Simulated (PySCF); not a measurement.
Question: What does the PBE0-D3(BJ)/def2-SVP structure of `CC(C)(C)c1ccncc1` look like in three dimensions?

Answer: 
```xyz
23
C9H13N angstrom
C     -1.7164   -0.7962    1.1154
C     -0.9900   -0.0363    0.0056
C     -1.4195   -0.6174   -1.3494
C     -1.3887    1.4446    0.0833
C      0.5275   -0.1478    0.1342
C      1.1628   -0.8641    1.1519
C      2.5573   -0.9144    1.1962
N      3.3486   -0.3131    0.3153
C      2.7507    0.3711   -0.6583
C      1.3703    0.4831   -0.7913
H     -1.4822   -1.8715    1.0957
H     -1.4617   -0.4058    2.1124
H     -2.8042   -0.6916    0.9864
H     -0.9618   -0.0758   -2.1902
H     -2.5129   -0.5515   -1.4635
H     -1.1296   -1.6759   -1.4332
H     -2.4817    1.5503   -0.0024
H     -0.9308    2.0342   -0.7244
H     -1.0758    1.8867    1.0415
H      0.5909   -1.3886    1.9176
H      3.0540   -1.4772    1.9957
H      3.4092    0.8647   -1.3828
H      0.9610    1.0646   -1.6203
```

Any rigid rotation of these coordinates is as good. Atoms count from 1 in this order. The 6-membered ring C5–C6–C7–N8–C9–C10 has internal angles of 116.0° to 123.9°; it is planar, 0.00 Å rms from its mean plane, widest ring torsion 0°. Of the pairs four or more bonds apart, C1···H20 is among the closest relative to their van der Waals radii: 2.51 Å, 87 % of the sum of Bondi's values. The 8 C–C bonds span 1.391 Å (C9–C10, aromatic) to 1.536 Å (C2–C4, drawn single), a spread of 0.145 Å. N8 (pyridine-type nitrogen) is bent (angle 116.7°).

Bonds between heavy atoms (Å): C1–C2 1.529, C2–C3 1.536, C2–C4 1.536, C2–C5 1.527, C5–C6 1.397, C6–C7 1.396, C7–N8 1.328, N8–C9 1.332, C9–C10 1.391, C5–C10 1.402.

Computed with PySCF, PBE0-D3(BJ)/def2-SVP geometry optimisation, gas phase.

Point group: Cs (every atom within 0.08 Å of its image). Not checked by PBE0-D3(BJ)/def2-SVP frequencies.

On one thread of an Arm Neoverse V2, no GPU, on a shared host, this took 1.7 min of wall time. These figures are those of the optimisation.
